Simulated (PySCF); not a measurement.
C2H5O (SMILES CC[O]), doublet (typed; the unrestricted solution is spin-contaminated), at a GFN2-xTB geometry, with bond 5-2 at 1.8 times its length; HF/3-21G (PySCF).

Input for PySCF:
```python
from pyscf import gto, scf

mol = gto.M(
    atom='''
C     1.047024   -0.592239   -0.007778
C    -0.033474    0.487246   -0.001258
O    -1.283881    0.104237    0.011538
H     0.146305    1.197116    0.849888
H     0.261662    1.755111   -1.547229
H     2.036772   -0.143996   -0.018373
H     0.946215   -1.221511    0.873826
H     0.929965   -1.227162   -0.883301
''',
    basis='3-21g',
    charge=0,
    spin=1,
    verbose=4,
)

mf = scf.UHF(mol)
mf.kernel()
mo_i, mo_e, stable_i, stable_e = mf.stability(internal=True, external=True, return_status=True, nroots=6, tol=1e-6)
print('internally stable:', stable_i, ' externally stable:', stable_e)
if not stable_i:
    umf = mf.copy()
    umf.scf_summary = {}
    umf.kernel(umf.make_rdm1(mo_i, mf.mo_occ))
```

The log (banner, timings and long lists left out):

```
PySCF version 2.14.0

[INPUT] verbose = 4
[INPUT] num. atoms = 8
[INPUT] num. electrons = 25
[INPUT] charge = 0
[INPUT] spin (= nelec alpha-beta = 2S) = 1
[INPUT] symmetry False subgroup None
[INPUT] Mole.unit = angstrom
[INPUT] Symbol           X                Y                Z      unit          X                Y                Z       unit  Magmom
[INPUT]  1 C      1.047024000000  -0.592239000000  -0.007778000000 AA    1.978588605847  -1.119169510286  -0.014698289797 Bohr   0.0
[INPUT]  2 C     -0.033474000000   0.487246000000  -0.001258000000 AA   -0.063256692294   0.920761495290  -0.002377275465 Bohr   0.0
[INPUT]  3 O     -1.283881000000   0.104237000000   0.011538000000 AA   -2.426183466533   0.196979382046   0.021803660025 Bohr   0.0
[INPUT]  4 H      0.146305000000   1.197116000000   0.849888000000 AA    0.276476380654   2.262221379335   1.606055556554 Bohr   0.0
[INPUT]  5 H      0.261662000000   1.755111000000  -1.547229000000 AA    0.494469517206   3.316679108212  -2.923839061985 Bohr   0.0
[INPUT]  6 H      2.036772000000  -0.143996000000  -0.018373000000 AA    3.848941258183  -0.272113003033  -0.034719938087 Bohr   0.0
[INPUT]  7 H      0.946215000000  -1.221511000000   0.873826000000 AA    1.788087204955  -2.308321248144   1.651291820524 Bohr   0.0
[INPUT]  8 H      0.929965000000  -1.227162000000  -0.883301000000 AA    1.757379155431  -2.319000090474  -1.669196975554 Bohr   0.0

nuclear repulsion = 72.6813641602794
number of shells = 25
number of NR pGTOs = 60
number of NR cGTOs = 37
basis = 3-21g
ecp = {}

******** <class 'pyscf.scf.uhf.UHF'> ********
method = UHF
initial guess = minao
damping factor = 0
level_shift factor = 0
DIIS = <class 'pyscf.scf.diis.CDIIS'>
diis_start_cycle = 1
diis_space = 8
diis_damp = 0
SCF conv_tol = 1e-09
SCF conv_tol_grad = None
SCF max_cycles = 50
direct_scf = True
direct_scf_tol = 1e-13
number electrons alpha = 13  beta = 12
Set gradient conv threshold to 3.16228e-05
init E= -152.43180082439

cycle= 1 E= -152.299737422584  delta_E= 0.132  |g|= 0.546  |ddm|= 1.71
cycle= 2 E= -152.358019151687  delta_E= -0.0583  |g|= 0.587  |ddm|= 0.974
cycle= 3 E= -152.488040847263  delta_E= -0.13  |g|= 0.0686  |ddm|= 0.531
cycle= 4 E= -152.498888655063  delta_E= -0.0108  |g|= 0.0391  |ddm|= 0.178
cycle= 5 E= -152.504564013205  delta_E= -0.00568  |g|= 0.0362  |ddm|= 0.103
cycle= 6 E= -152.507405947806  delta_E= -0.00284  |g|= 0.0359  |ddm|= 0.0475
cycle= 7 E= -152.519163916172  delta_E= -0.0118  |g|= 0.0194  |ddm|= 0.237
cycle= 8 E= -152.521058087916  delta_E= -0.00189  |g|= 0.00549  |ddm|= 0.131
cycle= 9 E= -152.521025905656  delta_E= 3.22e-05  |g|= 0.00555  |ddm|= 0.0378
cycle= 10 E= -152.521117869966  delta_E= -9.2e-05  |g|= 0.00267  |ddm|= 0.0368
cycle= 11 E= -152.521106758482  delta_E= 1.11e-05  |g|= 0.00317  |ddm|= 0.0243
cycle= 12 E= -152.521139446426  delta_E= -3.27e-05  |g|= 0.000632  |ddm|= 0.0165
cycle= 13 E= -152.521139862924  delta_E= -4.16e-07  |g|= 0.000497  |ddm|= 0.00432
cycle= 14 E= -152.521140537338  delta_E= -6.74e-07  |g|= 0.000179  |ddm|= 0.00144
cycle= 15 E= -152.521140644057  delta_E= -1.07e-07  |g|= 2.98e-05  |ddm|= 0.000778
cycle= 16 E= -152.521140646688  delta_E= -2.63e-09  |g|= 1.96e-05  |ddm|= 8.51e-05
cycle= 17 E= -152.521140648035  delta_E= -1.35e-09  |g|= 1.59e-05  |ddm|= 5.91e-05
cycle= 18 E= -152.521140649389  delta_E= -1.35e-09  |g|= 1.38e-05  |ddm|= 5.9e-05
cycle= 19 E= -152.521140651475  delta_E= -2.09e-09  |g|= 1.13e-05  |ddm|= 0.000107
cycle= 20 E= -152.521140654023  delta_E= -2.55e-09  |g|= 7.17e-06  |ddm|= 0.000187
cycle= 21 E= -152.521140655151  delta_E= -1.13e-09  |g|= 2.5e-06  |ddm|= 0.000184
cycle= 22 E= -152.521140655212  delta_E= -6.03e-11  |g|= 1.15e-06  |ddm|= 3.86e-05
Extra cycle  E= -152.521140655214  delta_E= -1.99e-12  |g|= 7.91e-07  |ddm|= 1.79e-06
converged SCF energy = -152.521140655214  <S^2> = 1.1858258  2S+1 = 2.396519
uhf_internal: lowest eigs of H = [0.05754622 0.34787294 0.42596646 0.46774378 0.55634206 0.60721498]
<class 'pyscf.scf.uhf.UHF'> wavefunction is stable in the internal stability analysis
uhf_real2complex: lowest eigs of H = [0.03350184 0.19458811 0.24484467 0.29347984 0.34790918 0.34915011]
<class 'pyscf.scf.uhf.UHF'> wavefunction is stable in the real -> complex stability analysis
uhf_external: lowest eigs of H = [-5.38671683e-08  3.50155333e-02  5.50878443e-02  1.57624598e-01
  1.86728508e-01  2.07544554e-01]
<class 'pyscf.scf.uhf.UHF'> wavefunction is stable in the UHF/UKS -> GHF/GKS stability analysis
internally stable: True  externally stable: True
```
